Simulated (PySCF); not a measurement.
## The third ionisation energy along the third row

Calculated with PySCF 2.14 from differences of total energies of unrestricted determinants, without spin-orbit coupling. Values in eV. The last column holds reference values (NIST; (s) semi-empirical, (t) theoretical, else measured). Unmarked ones compare directly (S terms, centres of terms, or small fine structure); those marked * lie between the lowest fine-structure levels and include a spin-orbit shift.

| element | configurations | UHF | MP2 (valence) | SCS-MP2 (valence) | CCSD (valence) | CCSD(T) (valence) | reference |
| --- | --- | --- | --- | --- | --- | --- | --- |
| Mg (x2c-TZVPall, spin-free X2C) | [Ne] → [He] 2s2 2p5 | 78.610 | 79.934 | 79.859 | 79.916 | 79.928 | 80.144 * |
| Al (x2c-TZVPall, spin-free X2C) | [Ne] 3s1 → [Ne] | 28.070 | n/a | n/a | n/a | n/a | 28.448 |
| P (x2c-TZVPall, spin-free X2C) | [Ne] 3s2 3p1 → [Ne] 3s2 | 29.574 | 29.845 | 29.833 | 29.973 | 30.000 | 30.203 * |
| S (x2c-TZVPall, spin-free X2C) | [Ne] 3s2 3p2 → [Ne] 3s2 3p1 | 34.139 | 34.596 | 34.503 | 34.645 | 34.676 | 34.86 ± 0.04 (s) * |
| Cl (x2c-TZVPall, spin-free X2C) | [Ne] 3s2 3p3 → [Ne] 3s2 3p2 | 38.943 | 39.572 | 39.378 | 39.507 | 39.541 | 39.8 ± 0.11 (s) * |
| Ar (x2c-TZVPall, spin-free X2C) | [Ne] 3s2 3p4 → [Ne] 3s2 3p3 | 39.360 | 40.142 | 40.224 | 40.252 | 40.279 | 40.735 ± 0.012 (s) * |

"Valence" correlates the outer s and p shells and, in groups 3 to 12 and the f block, the outer d or f shell, open or full, or the next shell where the ion has no valence electron left; the wider scheme adds the next inner shell.
